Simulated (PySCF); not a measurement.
Which determinant of CaN lies lowest?

Unrestricted PBE0; Ca pcseg-1, N pcseg-1; no relativity (PySCF 2.14). Outer shells of the fragments: Ca 4s2; N 2s2 2p3.

Followed along the bond (rough minima from three points):

```csv
2Ms+1,unpaired,⟨S²⟩ at the start,R at minimum (Å),Te (eV)
4,"σ ↑, π ↑↑",3.76,2.26,0.00
2,π ↑,1.62,2.09,0.05
2,"σ ↓, π ↑↑",1.76,2.24,0.05
4,"σ ↑↑, π ↑",3.76,2.10,0.20
```

Solutions found at the starting distance of 2.245 Å, counted from the lowest of them; the search is not exhaustive and high or unbound solutions are not listed, so other states can lie among these:

```json
{"2Ms+1": "4", "unpaired": "σ ↑, π ↑↑", "term": "⁴Σ⁻", "E (eV)": "0.00", "⟨S²⟩": "3.76", "⟨Lz²⟩": "0.00", "μ (D)": "-3.81"}
{"2Ms+1": "2", "unpaired": "σ ↓, π ↑↑", "term": "mixed", "E (eV)": "0.05", "⟨S²⟩": "1.76", "⟨Lz²⟩": "0.00", "μ (D)": "-3.85"}
{"2Ms+1": "2", "unpaired": "π ↑", "term": "mixed", "E (eV)": "0.16", "⟨S²⟩": "1.62", "⟨Lz²⟩": "1.01", "μ (D)": "-3.93"}
{"2Ms+1": "4", "unpaired": "σ ↑↑, π ↑", "term": "⁴Π", "E (eV)": "0.31", "⟨S²⟩": "3.76", "⟨Lz²⟩": "1.01", "μ (D)": "-3.55"}
{"2Ms+1": "4", "unpaired": "π ↑↑↑", "term": "⁴Π", "E (eV)": "2.00", "⟨S²⟩": "3.75", "⟨Lz²⟩": "1.00", "μ (D)": "-4.52"}
{"2Ms+1": "2", "unpaired": "π ↑↑, δ ↓", "term": "mixed", "E (eV)": "2.51", "⟨S²⟩": "1.81", "⟨Lz²⟩": "4.00", "μ (D)": "-6.54"}
```

A term symbol is given only where ⟨S²⟩ and ⟨Lz²⟩ are close to those of a pure state; real π, δ and φ orbitals otherwise mix terms. A positive dipole means Ca(−)N(+).

Problem. Compare the gap between the two lowest followed solutions at the starting distance with the gap between their minima.

Solution. At PBE0 the second solution (Ms = 0.5 of mixed spin, unpaired electrons π ↑) lies +0.16 eV from the first (quartet, unpaired electrons σ ↑, π ↑↑) at 2.245 Å and +0.05 eV at the minima; the two curves relax by different amounts, since their minima lie near 2.09 and 2.26 Å.

Counting both spins, an empty level lies below a filled one in some of these solutions, because spin and occupation are held.
